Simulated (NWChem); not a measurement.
Molecule: C3H3Cl2F; SMILES C/C(Cl)=C(\F)Cl

```xyz
9

C     -1.6704     1.4869     0.0000
C     -0.4216     0.6741     0.0000
Cl     1.0652     1.5517     0.0000
C     -0.4068    -0.6660     0.0000
F     -1.5367    -1.3571     0.0000
Cl     0.9834    -1.6550     0.0000
H     -2.5559     0.8388     0.0000
H     -1.7043     2.1369     0.8884
H     -1.7043     2.1369    -0.8884
```
Atoms are numbered in this order, from 1.

Results from NWChem. The geometry was optimised at PBE0/def2-SVP. Level: PBE0/def2-SVP with SMD (1 M gas to 1 M solution), gas-phase geometry.

```csv
solvent,dielectric constant,solvation free energy (kcal/mol),cavity-dispersion-structure term (kcal/mol),dipole in solution (D)
water,78.4,1.5,3.4,1.78
methanol,32.6,-2.7,-0.8,1.77
dichloromethane,8.93,-3.5,-1.8,1.72
1-propanol,20.5,-2.7,-0.9,1.76
```
